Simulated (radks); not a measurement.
Results of a calculation; reference values are marked as such.
Species: Ta II. Configuration: [Xe] 4f14 5d3 6s1 (the NIST ground configuration).

Code: a radial shooting solver on a logarithmic mesh with Libxc functionals. Model: scalar-relativistic Kohn-Sham, PBEsol, spin-unpolarised, spherical densities, point nucleus.

Energy parts (hartree):
| part | energy |
|---|---|
| total | -15599.5967 |
| kinetic | 17141.2654 |
| electron-nucleus | -38515.3422 |
| Hartree | 6084.7364 |
| exchange-correlation | -310.2563 |

Orbitals (lengths in bohr, moments of r in powers of bohr; <r^-3> diverges for s and p1/2; r(max) is where P^2 peaks):
| orbital | occ. | eigenvalue (hartree) | <r> | <r^-3> | r(max) |
|---|---|---|---|---|---|
| 1s | 2 | -2475.221 | 0.01866 | - | 0.01168 |
| 2s | 2 | -425.4978 | 0.07896 | - | 0.06686 |
| 2p | 6 | -372.9324 | 0.07058 | 18740 | 0.05477 |
| 3s | 2 | -97.67061 | 0.2049 | - | 0.1887 |
| 3p | 6 | -82.03934 | 0.2049 | 4156 | 0.1866 |
| 3d | 10 | -63.79970 | 0.1857 | 537.3 | 0.1519 |
| 4s | 2 | -20.11310 | 0.4588 | - | 0.4289 |
| 4p | 6 | -14.98548 | 0.4878 | 960.3 | 0.4496 |
| 4d | 10 | -8.42508 | 0.5232 | 105.7 | 0.4615 |
| 4f | 14 | -1.17436 | 0.6395 | 17.28 | 0.4410 |
| 5s | 2 | -2.94938 | 1.100 | - | 0.9881 |
| 5p | 6 | -1.71469 | 1.294 | 132.6 | 1.124 |
| 5d | 3 | -0.38708 | 2.100 | 5.957 | 1.570 |
| 6s | 1 | -0.42848 | 3.057 | - | 2.664 |

The highest occupied level is 5d at -10.533 eV. Summed over all electrons, <r^2> = 53.93 bohr^2, which gives a Langevin (diamagnetic) susceptibility term of -42.7 x 10^-6 cm^3/mol. The density falls to 0.001 e/bohr^3 at r = 4.37 bohr.
